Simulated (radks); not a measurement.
Values are calculated unless marked as measured or tabulated.
Sc, 21 electrons, occupied as [Ne] 3s2 3p5.75 3d1 4s2 4p0.25 (fractional occupations, a model configuration). Level of theory: scalar-relativistic Kohn-Sham, PBE, spin-polarised, spherical densities, point nucleus; open shells are filled with parallel spins first (a radial shooting solver on a logarithmic mesh with Libxc functionals).

Unscreened Slater integrals over Kohn-Sham orbitals (hartree). They are taken over the spin-up orbitals.

| integral | value |
|---|---|
| F0(4p,4p) | 0.18963 |
| F2(4p,4p) | 0.098083 |
| F0(4p,4s) | 0.21397 |
| G1(4p,4s) | 0.13265 |
| F0(4p,3d) | 0.24383 |
| F2(4p,3d) | 0.058566 |
| G1(4p,3d) | 0.032910 |
| G3(4p,3d) | 0.024421 |
| F0(4p,3p) | 0.25107 |
| F2(4p,3p) | 0.038972 |
| G0(4p,3p) | 0.0090842 |
| G2(4p,3p) | 0.010362 |
| F0(4s,4s) | 0.25241 |
| F0(4s,3d) | 0.31099 |
| G2(4s,3d) | 0.054797 |
| F0(4s,3p) | 0.32535 |
| G1(4s,3p) | 0.019682 |
| F0(3d,3d) | 0.55485 |
| F2(3d,3d) | 0.24849 |
| F4(3d,3d) | 0.15312 |
| F0(3d,3p) | 0.64631 |
| F2(3d,3p) | 0.29560 |
| G1(3d,3p) | 0.36758 |
| G3(3d,3p) | 0.21935 |
| F0(3p,3p) | 0.78005 |
| F2(3p,3p) | 0.39170 |

Derived for the open shells (J is the average intra-shell exchange parameter used in DFT+U). 3p: J = F2/5 = 0.07834 hartree. 3d: Racah B = F2/49 - 5 F4/441 = 0.003335 hartree, C = 35 F4/441 = 0.01215 hartree, C/B = 3.64, F4/F2 = 0.616, J = (F2 + F4)/14 = 0.02869 hartree. 4p: J = F2/5 = 0.01962 hartree.
